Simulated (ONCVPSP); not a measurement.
# What one change does to a pseudopotential (lithium (Li), ONCV)

- Element: lithium (Li)
- Generator: ONCVPSP 4.0.1
- Type: optimised norm-conserving Vanderbilt (ONCV)
- Functional: PBE
- Relativity: scalar-relativistic
- Frozen core: [He]
- Valence charge: 1
- Reference configuration: 2s1
- Partial waves: 2s: rc 2.40 bohr, ncon 4, nbas 7, qcut 2.8 1/bohr, local; p scattering state at 0.1 Ha: rc 2.40 bohr, ncon 3, nbas 7, qcut 3.3 1/bohr, 2 projectors, debl 3.2 Ha
- Local potential: the s channel
- Core correction: Teter function, fcfact 2.5, rcfact 1.7

Change: all radii but the core radius scaled by about 1.24 (s 2.98, p 2.98 bohr). In the p channel the program set the typed energies aside and used 0.050, 3.250 Ha.

Cutoffs: the cutoffs (Ha) at which the residual kinetic energy of the hardest occupied pseudo-wave falls to 1 and 0.1 mHa per electron; they do not see the model core or the augmentation charge, which bear on the density cutoff. Errors are all-electron minus pseudo energies relative to the spin-unpolarised reference configuration.

**Question.** How do hardness, ghosts and transferability respond?

**Answer.** The potential gets softer (2.2 Ha and 3.6 Ha → 2.0 Ha and 3.1 Ha); neither file shows a bound ghost. A larger radius leaves more room for a smooth pseudo-wave, so fewer plane waves are needed.

```tsv
quantity	base	changed
cutoff, loose	2.2 Ha	2.0 Ha
cutoff, tight	3.6 Ha	3.1 Ha
bound ghosts	none	none
GHOST(+) flags under 300 eV	none	none
tests with a reliable result	1 of 2	1 of 2
error for 2s0.5, meV [ΔE 2.05 eV]	+3.0	+2.9
rms error of d²Exc/dni dnj with the model core, mHa	0.56	0.51
```

Base: The cutoffs count occupied waves only; projector 2 of the p channel, the hardest unoccupied one, needs 35 Ha at the loose tolerance. Changed file: The cutoffs count occupied waves only; projector 2 of the p channel, the hardest unoccupied one, needs 22 Ha at the loose tolerance.
